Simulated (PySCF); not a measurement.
## SMILES Clc1cccc2[se]nnc12, C6H3ClN2Se

Geometry (Å), atoms numbered from 1 in this order:
```xyz
13

Cl    0.062   -3.177    1.121
C    -0.145   -1.563    0.572
C    -1.375   -0.932    0.670
C    -1.528    0.387    0.217
C    -0.472    1.098   -0.336
C     0.774    0.467   -0.438
Se    2.387    1.079   -1.105
N     3.083   -0.676   -0.636
N     2.208   -1.385   -0.133
C     0.943   -0.865    0.015
H    -2.218   -1.474    1.102
H    -2.507    0.864    0.305
H    -0.614    2.123   -0.681
```

Computed, not measured: PySCF, quadratic response CAM-B3LYP/aug-cc-pVDZ first hyperpolarisability, Taylor convention, gas phase. Geometry: PBE0-D3(BJ)/def2-SVP.

The calculation is non-relativistic, which matters for the atoms heavier than Zn.

Problem. Give the tensor of the static β(0;0,0) in the axes of these coordinates.

Solution. In au, Taylor convention; rows are the first index (the induced dipole):
|  | xx | yy | zz | xy | xz | yz |
| --- | --- | --- | --- | --- | --- | --- |
| x | -38.8 | -34.1 | -8.4 | -13.9 | +4.6 | -11.3 |
| y | -13.9 | -317.0 | -85.8 | -34.1 | -11.3 | +72.3 |
| z | +4.6 | +72.3 | +101.3 | -11.3 | -8.4 | -85.8 |

Norm of βᵢ = ⅓ Σⱼ (βᵢⱼⱼ + βⱼᵢⱼ + βⱼⱼᵢ): 460.5 au, hyper-Rayleigh value 175.9 au.
